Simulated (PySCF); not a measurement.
## Identify the compound

An unknown has the formula C5H6N2Si. Its calculated NMR data are:

1H NMR (500 MHz, computed): δ 6.77 (m, 2H), 6.76 (m, 2H), 5.27 (s, 2H).

13C{1H} NMR (computed): δ 128.3 (CH, 2C), 122.8 (C), 120.1 (CH, 2C).

Method: NMR shieldings at PBE0/pcSseg-1/GIAO, GFN2-xTB geometry, in PySCF 2.14.0 with density-fitted response routines (equivalent nuclei averaged, non-relativistic Hamiltonian, no solvent model, one computed conformer).

Referencing at the same level of theory: TMS for 1H (σref 31.72), 13C (σref 186.93).

Problem. Choose the structure that fits.
A. CC#C/C=N\[SiH2]C#N
B. N#Cc1cccn1[SiH3]
C. N#C[SiH2]n1cccc1
D. CC#C/C=N/[SiH2]C#N

Solution. C. 

- The formula gives 5 degrees of unsaturation (1 ring in the answer).
- 3 carbon signals for 5 carbons: some carbons are equivalent by symmetry or fast rotation.
- Carbon types of the structure: 1 × C, 4 × CH, leaving 2 H on heteroatoms.
- δC 128.3: aromatic CH next to a ring nitrogen.
- δC 122.8: nitrile carbon; this is the usual window of a C≡N carbon, which has no attached hydrogen.
- δC 120.1: aromatic CH.
- δH 6.77: hydrogen on an aromatic CH next to a ring nitrogen; it sits in the deshielding region of the aromatic ring current.
- δH 6.76: hydrogen on an aromatic CH; ring-current deshielding.

The others: N#Cc1cccn1[SiH3] would give 5 carbon signals, not 3; CC#C/C=N/[SiH2]C#N would give 5 carbon signals, not 3; CC#C/C=N\[SiH2]C#N would give 5 carbon signals, not 3.

Shifts are as computed. Against solution values, carbons near 30 ppm lie about +3 ppm off and those near 130 ppm about +5 ppm. Of 1309 compounds with measured shifts, 239 miss one by over three times the rms of a fit or turn the order of signals round; such compounds aren't used in these exercises. Multiplicities follow the n + 1 count of equivalent neighbours, as no J values were calculated; m marks all less simple cases, F and P coupling included.
